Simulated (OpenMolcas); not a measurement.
**neutral silicon: the spin-orbit constant, thermal populations, worked from levels**

```
Program             : OpenMolcas
Basis               : ANO-RCC-VQZP [6s5p3d2f1g]
Scalar Hamiltonian  : DKH2, point nucleus
Active space        : 2 electrons in 3 orbitals (3p)
State averaging     : 2S+1 = 3 even, 3 roots; 2S+1 = 1 even, 6 roots
Spin-orbit coupling : state interaction with AMFI integrals over the reference wave functions, term energies averaged over their components
```

Methods: CASSCF; SS-CASPT2, IPEA 0.25 Eh, imaginary shift 0.1 Eh (closed shells correlated: 2s 2p 3s). Measured levels: NIST Handbook of Basic Atomic Spectroscopic Data.

**The spin-orbit constant.** For the Hund term ³P of p2, E(J) = (A/2) J(J+1) + constant and ζ = 2S·A = 2A. From J = 0 to J = 2 the energy changes by 3 A.

```tsv
Source	E(2) - E(0)	A	ζ
CASSCF	195.2	65.1	130
SS-CASPT2	195.4	65.1	130
measured	223.2	74.4	149
```

All in cm-1. SS-CASPT2 is off by -12.5 % and CASSCF by -12.5 %. Both methods take the spin-orbit matrix elements from the reference wave functions, so the second can move ζ only through the term energies and any multistate remixing. Second-order mixing with other terms is absorbed into this ζ.

**Thermal populations.** Z = Σ (2J + 1) exp(-E/kT) with k = 0.695035 cm-1/K, over the levels below. No other level of either list lies under 33300 cm-1, which is above 7 kT at each temperature.

```
      Level  2J + 1  SS-CASPT2  measured
3s² 3p² ³P₀       1        0.0       0.0
3s² 3p² ³P₁       3       67.0      77.1
3s² 3p² ³P₂       5        195       223
3s² 3p² ¹D₂       5       5970      6299
3s² 3p² ¹S₀       1      14880     15394
```

```tsv
T (K)	Z, SS-CASPT2	Z, measured levels	Ground level (%), SS-CASPT2	Ground level (%), measured levels
2000	8.273	8.151	12.1	12.3
3000	8.745	8.628	11.4	11.6
5000	9.581	9.451	10.4	10.6
```

At 5000 K, kT = 3475 cm-1, and the computed levels give Z = 1.000 + 2.943 + 4.727 + 0.897 + 0.014 = 9.581.

Term energies are means over components that CASPT2 splits; among the terms shown or strongly mixed into the levels shown the widest spread is 78 cm-1 (3s² 3p² ¹D, SS-CASPT2). With the s shell closed, the reference lacks s² → p² mixing. Without dynamic correlation excited terms often stand tens of per cent too high (terms of higher spin than the ground term too low), and those without a measured partner can miss by more than the paired ones (holds for CASSCF). Computed and measured levels are paired by configuration, term and J; levels that our copy of the source lacks, or whose pairing is in doubt (as where it misses far off the trend of its configuration), stay unpaired and out of the deviations. Levels of configurations outside the active space are missing.
